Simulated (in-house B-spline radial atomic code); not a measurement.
Spin-orbit splittings of orbital energies (j = l + 1/2 less j = l - 1/2) and ratios of mean radii (lower j over upper j) along the 29-electron series, configuration [Ar] 3d10 4s1. Computed with a B-spline radial code for spherical atoms: Dirac-Hartree-Fock, average of the configuration, finite nuclei.

| ion | Z | splitting of 3p (eV) | radius ratio of 3p | splitting of 3d (eV) | radius ratio of 3d | splitting of 2p (eV) | radius ratio of 2p |
| --- | --- | --- | --- | --- | --- | --- | --- |
| Cu | 29 | 2.7854 | 0.98661 | 0.36958 | 0.98886 | 20.794 | 0.98434 |
| Zn+ | 30 | 3.2791 | 0.98601 | 0.43662 | 0.99176 | 24.19 | 0.98321 |
| Ga2+ | 31 | 3.8664 | 0.98545 | 0.53481 | 0.99285 | 27.993 | 0.98204 |
| Ge3+ | 32 | 4.5506 | 0.9849 | 0.65722 | 0.99334 | 32.238 | 0.98084 |
| As4+ | 33 | ? | ? | ? | ? | ? | ? |
| Se5+ | 34 | 6.2385 | 0.98372 | 0.9746 | 0.99362 | 42.189 | 0.97831 |
| Br6+ | 35 | ? | ? | ? | ? | ? | ? |
| Kr7+ | 36 | 8.41 | 0.98241 | 1.4002 | 0.99348 | 54.343 | 0.97563 |
| Rb8+ | 37 | ? | ? | ? | ? | ? | ? |
| Sr9+ | 38 | 11.144 | 0.98097 | 1.9526 | 0.99315 | 69.026 | 0.97279 |

Problem. Fill in the row of As4+.

Solution. splitting of 3p (eV): 5.3387; radius ratio of 3p: 0.98432; splitting of 3d (eV): 0.80339; radius ratio of 3d: 0.99355; splitting of 2p (eV): 36.957; radius ratio of 2p: 0.9796.

Problem. Fill in the row of Br6+.

Solution. splitting of 3p (eV): 7.2591; radius ratio of 3p: 0.98308; splitting of 3d (eV): 1.1728; radius ratio of 3d: 0.99358; splitting of 2p (eV): 47.971; radius ratio of 2p: 0.97699.

Problem. Fill in the row of Rb8+.

Solution. splitting of 3p (eV): 9.7013; radius ratio of 3p: 0.98171; splitting of 3d (eV): 1.6592; radius ratio of 3d: 0.99334; splitting of 2p (eV): 61.346; radius ratio of 2p: 0.97423.

Problem. With what power of Z does the column «splitting of 2p (eV)» change over this range?

Solution. A fit of the logarithm of its size against log Z from Z = 29 to 38 has slope 4.44. An unscreened hydrogenic electron would give 4 at low Z; screening makes the apparent power larger near the neutral end, and relativity raises it again at high Z.
